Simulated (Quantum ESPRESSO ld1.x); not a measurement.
Values are calculated unless marked as measured or tabulated.
Problem. These are the eigenvalues of the occupied orbitals of an atom or ion with whole-number occupations (hartree). Level of theory: scalar-relativistic Kohn-Sham, LDA (Slater exchange, Perdew-Wang correlation), spin-polarised, spherical densities, point nucleus (ld1.x of Quantum ESPRESSO 7.5).

orbital  eigenvalue
1s up      -81.3321
1s down    -81.2527
2s up      -10.7456
2s down    -10.6200
2p up       -9.0424
2p down     -8.8999

Which element is it, and in what charge state? The configuration may be excited. Open shells, if any, are filled with parallel spins first.

Solution. Z = 15, phosphorus, charge +6: P6+ in [He] 2s2 2p5. The list shows which subshells hold electrons but not how many an open one holds; the 1s level, -81.332 hartree, gives Z - s = 12.8 by -(Z - s)^2/2, which with screening and relativity narrows Z to a few neighbours, and the depths of the outer levels then fix element, charge and occupations together.
